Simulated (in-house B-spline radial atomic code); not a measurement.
Configurations of Fe⁵⁺, with energies counted from [Ar] 3d3. Level of theory: non-relativistic AM05, spin-polarised, spherical fractional occupations, point nucleus; calculated with an all-electron radial atomic-structure program (B-spline basis). Shells without spins written out take the highest spin.

Occupations are held fixed; configurations that lie above the ionisation limit could autoionise.

```tsv
configuration	E - E(ref) (eV)	highest orbital	its <r> (bohr)
[Ar] 3d2 4s1	33.233	4s up	1.889
[Ar] 3d(0 up, 2 down) 4p(1 up, 0 down)	43.137	4p up	2.063
[Ar] 3d(2 up, 0 down) 4d(1 up, 0 down)	56.634	4d up	2.385
[Ar] 3d2 4f1	67.901	4f up	2.754
[Ne] 3s2 3p5 3d3 4p1	92.045	4p up	2.03
[Ne] 3s2 3p5 3d3 4f1	117.59	4f up	2.732
```

(1) Order these further configurations by energy, lowest first.
A. [Ar] 3d2 4p1
B. [Ar] 3d(1 up, 2 down)
C. [Ne] 3s2 3p5 3d3 4d1
D. [Ne] 3s2 3p5 3d3 4s1
E. [Ne] 3s2 3p5 3d4

(2) How far above the reference does [Ar] 3d(0 up, 2 down) 4s(1 up, 0 down) lie?

(3) How far above the reference does [Ar] 3d(2 up, 0 down) 4f(0 up, 1 down) lie?

## Answers

(1) B (2.7962 eV), A (42.533 eV), E (48.511 eV), D (82.686 eV), C (106.27 eV).

(2) 33.969 eV; its least bound orbital is 4s up with <r> = 1.908 bohr.

(3) 68.135 eV; its least bound orbital is 4f down with <r> = 2.795 bohr.
